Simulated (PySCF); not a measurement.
Match the calculated data to a structure.

All candidates are C3H11NSi2.

- UV, first state: lowest singlet excitation: 6.06 eV (205 nm, f = 0.007) [TDDFT CAM-B3LYP/def2-SVPD]
- UV, strongest line: among the 10 lowest singlet transitions: S5 at 7.23 eV (171 nm, f = 0.050) [TDDFT CAM-B3LYP/def2-SVPD]
- NMR, other nuclei: isotropic shieldings of nuclei other than C and H, by class: 230 (1 N), 411 (1 Si), 462 (1 Si) ppm [GIAO B97-2/pcSseg-1]
- Valence photoelectron: vertical ionisation energy: 8.90 eV [ΔSCF CAM-B3LYP/def2-SVPD]
- Dipole: 1.11 D [CAM-B3LYP/def2-SVPD]
- Triplet: lowest triplet excitation (Tamm–Dancoff): 5.73 eV [TDA CAM-B3LYP/def2-SVPD]
- Rotational structure: rotational constants A, B, C: 6.430, 0.908, 0.865 GHz [PBE0-D3(BJ)/def2-SVP]
- Polarisability: 100.9 au [CAM-B3LYP/def2-SVPD]
- 13C NMR: chemical shifts (computed TMS as zero) by class: 27.8 (1 C), 11.3 (2 C) ppm [GIAO B97-2/pcSseg-1]

The electronic properties come from PySCF, for the isolated species, density fitting. Levels stand in brackets. Geometry: PBE0-D3(BJ)/def2-SVP, one conformer, isolated molecule. NMR classes are plain means over equivalent atoms (diastereotopic ones count apart unless rotation or inversion swaps them), as if these changed places fast.

Question: Which candidate is it?
A. `C=CC[Si@H](N)[SiH3]`
B. `C[Si@@H]1CC[SiH2]N1`
C. `CNC1[SiH2]C[SiH2]1`
D. `[SiH3][SiH2]NC1CC1`
E. `N[Si@H]1CCC[SiH2]1`

Answer: D. It is `[SiH3][SiH2]NC1CC1`. Numbering: `[SiH3:1][SiH2:2][NH:3][CH:4]1[CH2:5][CH2:6]1`. Its formula, C3H11NSi2, gives 1 degree of unsaturation: 1 ring and 0 π bonds in the structure found. 3 carbons fall into 2 classes; from least to most shielded: ring sp3 carbon bound to nitrogen [C4] (27.8 ppm), three-membered-ring carbon [C5/C6] (11.3 ppm, 2 C, up to 2.5 ppm apart in this geometry). The other shieldings belong to: 230 ppm, silicon-bound nitrogen [N3]; 411 ppm, SiH2 silicon [Si2]; 462 ppm, SiH3 silicon [Si1]. The first electron is taken from the HOMO, whose largest Löwdin shares are 0.50 on the silicon-bound nitrogen, 0.10 on the SiH2 silicon, 0.09 on the sp3 carbon bound to nitrogen and 0.06 on an Si–H hydrogen. The optimised geometry has point group C1 and is an asymmetric top.

The others, at the same levels:
- `CNC1[SiH2]C[SiH2]1` fails: its computed lowest singlet excitation is 5.42 eV (229 nm, f = 0.002) (against 6.06 eV), vertical ionisation energy is 8.42 eV (against 8.90 eV) and lowest triplet excitation (Tamm–Dancoff) is 5.21 eV (against 5.73 eV).
- `N[Si@H]1CCC[SiH2]1` fails: its computed lowest singlet excitation is 6.21 eV (200 nm, f = 0.013) (against 6.06 eV), vertical ionisation energy is 9.17 eV (against 8.90 eV) and strongest line among the 10 lowest singlet transitions is S7 at 7.44 eV (167 nm, f = 0.183) (against S5 at 7.23 eV).
- `C=CC[Si@H](N)[SiH3]` fails: its computed lowest triplet excitation (Tamm–Dancoff) is 4.23 eV (against 5.73 eV), strongest line among the 10 lowest singlet transitions is S4 at 6.85 eV (181 nm, f = 0.346) (against S5 at 7.23 eV) and static isotropic polarisability is 103.9 au (against 100.9 au).
- `C[Si@@H]1CC[SiH2]N1` fails: its computed lowest singlet excitation is 6.35 eV (195 nm, f = 0.009) (against 6.06 eV), vertical ionisation energy is 9.09 eV (against 8.90 eV) and lowest triplet excitation (Tamm–Dancoff) is 6.04 eV (against 5.73 eV).

Each candidate is one conformer, not necessarily the lowest. The conformers computed, where there is a choice (atom-mapped SMILES and torsion angles):
- `[SiH3:1][SiH2:2][NH:3][CH:4]1[CH2:5][CH2:6]1`: Si1–Si2–N3–C4 175°, Si2–N3–C4–C5 -138°
- `[CH3:1][NH:2][CH:3]1[SiH2:4][CH2:5][SiH2:6]1`: C1–N2–C3–Si4 -173°
- `[CH2:1]=[CH:2][CH2:3][Si@H:4]([NH2:5])[SiH3:6]`: C1–C2–C3–Si4 -110°, C2–C3–Si4–N5 53°, H–N5–Si4–C3 40°, H–N5–Si4–C3 -171°

The conformers of `N[Si@H]1CCC[SiH2]1` and `C[Si@@H]1CC[SiH2]N1` aren't listed.
